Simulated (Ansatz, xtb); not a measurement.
## Two isomers of C2H4BBr

We compare I, `B/C=C/Br`, a singlet, with II, `BC(=C)Br`, a singlet. Both are isolated molecules in the gas phase, relaxed with PBE0-D3(BJ)/def2-SVP; the shapes shown needn't be the lowest conformers.

I (Å):

```xyz
8

C    -1.1142   -2.3989   -0.2604
C    -0.4126   -1.5530   -1.0361
B    -2.6489   -2.3179   -0.2956
Br    1.4533   -1.4947   -1.1334
H    -3.3316   -3.0518    0.3791
H    -3.1801   -1.5020   -1.0147
H    -0.5669   -3.1114    0.3658
H    -0.8894   -0.8140   -1.6868
```

II (Å):

```xyz
8

C    -1.0374   -2.0543   -0.9080
C    -0.3854   -1.7684    0.2331
B    -2.5764   -2.1715   -0.9656
Br   -0.0327   -2.3238   -2.5021
H    -3.1847   -1.9937    0.0640
H    -3.1603   -2.4289   -1.9872
H    -0.9658   -1.6139    1.1476
H     0.7035   -1.6811    0.2973
```

Energies in hartree; the thermal terms are from PBE0-D3(BJ)/def2-SVP harmonic frequencies (ideal gas, rigid rotor, one conformer each, 298.15 K, 1 atm) and include the zero-point energy:

|  | I | II |
| --- | --- | --- |
| E, CCSD(T)/def2-TZVP | −2675.912172 | −2675.910256 |
| zero-point energy | 0.053595 | 0.053200 |
| H(298 K) − E | 0.059662 | 0.059270 |
| G(298 K) − E | 0.024765 | 0.024244 |

Question: Work out ΔE, ΔE₀, ΔH and ΔG for I → II in kcal/mol (1 Eh = 627.51 kcal/mol) and the equilibrium ratio [II]/[I].

Answer: 1. ΔE = −2675.910256 − (−2675.912172) = +0.001916 Eh = +1.20 kcal/mol.
2. ΔE₀ = ΔE + ΔZPE = +0.001916 + (−0.000395) Eh = +0.95 kcal/mol.
3. ΔH = ΔE + (−0.000392) Eh = +0.96 kcal/mol.
4. ΔG = ΔE + (−0.000521) Eh = +0.88 kcal/mol, so ΔS = (ΔH − ΔG)/T = +1.1 J/(mol K).
5. kT = 0.9442 mEh, so K = [II]/[I] = exp(−ΔG/kT) = exp(−1.48) ≈ 0.23.

The two are too close for this level to say which is favoured. An error of 1 kcal/mol in ΔG would change K by a factor of 5.4. Mirror images and further conformers aren't counted.

As drawn, both hold the same kinds of bond in the same numbers.

Other levels gave ΔE = +2.2 (GFN2-xTB); +2.9 (HF/STO-3G, GFN2-xTB geometries); +2.7 (r2SCAN-D4/def2-SVP, GFN2-xTB geometries); +2.5 (PBE0-D3(BJ)/def2-SVP); +0.9 (HF/def2-TZVP); +1.6 (MP2/def2-TZVP) kcal/mol. The correlated steps freeze 12 core orbitals; the filled d shell of Br is correlated, in a basis made for valence electrons. Programs: Ansatz 0.2.0, xtb 6.7.1.
